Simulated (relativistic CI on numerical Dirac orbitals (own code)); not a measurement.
Radial Dirac CI calculation of Se XVI.

Command:

```sh
python run_levels.py task.json out
```

Input:

```
atom Se  Z=34  charge=15  electrons=19
nucleus A=80  rms_radius_fm=4.1400
hamiltonian dirac-coulomb  breit=on  qed=on  c_scale=1
orbitals kli  potential=per-configuration
slater_scale 1
correlation none
mixing on
grid step=0.0125 r_max=6.5
scf mixing=0.4 start=green max_iterations=150 tolerance=2e-08 node_fill=0.05
configurations
  [Ar] 3d
  [Ne] 3s2 3p5 3d2
  [Ne] 3s2 3p4 3d3
end
```

Output:

```
SCF 1: [Ar] 3d
 iter      energy (Ha)   residual   last orbital (Ha)
    1     -2292.677445   3.45e+00    -31.15208
    2     -2311.519310   1.88e+00    -24.90825
    3     -2319.198808   7.62e-02    -18.95349
    4     -2319.208383   4.90e-02    -19.14643
    5     -2319.213673   7.30e-04    -18.98108
    6     -2319.213668   7.45e-04    -18.98256
    7     -2319.213674   7.77e-06    -18.97912
    8     -2319.213675   6.62e-07    -18.97915
    9     -2319.213675   2.47e-07    -18.97915
   10     -2319.213675   9.38e-10    -18.97915
SCF 2: [Ne] 3s2 3p5 3d2
 iter      energy (Ha)   residual   last orbital (Ha)
    1     -2288.247277   3.49e+00    -31.15208
    2     -2307.815694   1.89e+00    -24.81439
    3     -2315.701507   8.38e-02    -18.81617
    4     -2315.716139   4.82e-02    -19.02416
    5     -2315.721052   1.44e-03    -18.85934
    6     -2315.721066   2.42e-04    -18.85387
    7     -2315.721066   8.05e-06    -18.85268
    8     -2315.721066   2.37e-07    -18.85266
    9     -2315.721066   2.51e-07    -18.85266
   10     -2315.721066   5.56e-10    -18.85266
SCF 3: [Ne] 3s2 3p4 3d3
 iter      energy (Ha)   residual   last orbital (Ha)
    1     -2283.661546   3.52e+00    -31.15208
    2     -2303.999138   1.91e+00    -24.72079
    3     -2312.099018   9.14e-02    -18.68279
    4     -2312.119458   4.82e-02    -18.90785
    5     -2312.124173   1.50e-03    -18.73639
    6     -2312.124184   4.92e-04    -18.73186
    7     -2312.124185   2.77e-05    -18.72943
    8     -2312.124186   2.67e-06    -18.72957
    9     -2312.124186   1.54e-07    -18.72956
   10     -2312.124186   4.14e-09    -18.72956
orbital energies (Ha): 2s -78.9776  2p1/2 -72.9811  2p3/2 -71.4382  3s -24.7152  3p1/2 -22.6463  3p3/2 -22.3547  3d3/2 -19.0363  3d5/2 -18.9791
configuration averages (Ha): Dirac-Coulomb, Breit, QED
  3p6 3d                       -2319.213675    1.157970    0.789240
  3p5 3d2                      -2315.721066    1.148325    0.789000
  3p4 3d3                      -2312.124186    1.138983    0.788762
levels: no., configuration, term, J, E (cm-1), weight
   1 3p6 3d                 2D   3/2              0.0  0.98
   2 3p6 3d                 2D   5/2          11130.8  0.98
   3 3p5 3d2                4D*  1/2         683072.1  0.99
   4 3p5 3d2                4D*  3/2         686992.7  0.95
   5 3p5 3d2                4D*  5/2         693699.1  0.90
   6 3p5 3d2                4D*  7/2         703430.9  0.88
   7 3p5 3d2                4G*  11/2        724258.7  0.99
   8 3p5 3d2                4G*  9/2         724445.5  0.83
   9 3p5 3d2                4G*  7/2         727902.0  0.68
  10 3p5 3d2                4G*  5/2         730082.1  0.30
  11 3p5 3d2                4P*  5/2         735645.9  0.71
  12 3p5 3d2                4P*  3/2         743209.6  0.72
  13 3p5 3d2                4F*  3/2         745582.4  0.49
  14 3p5 3d2                4P*  1/2         753659.3  0.86
lowest total energy -2317.483923 Ha
end: converged
```
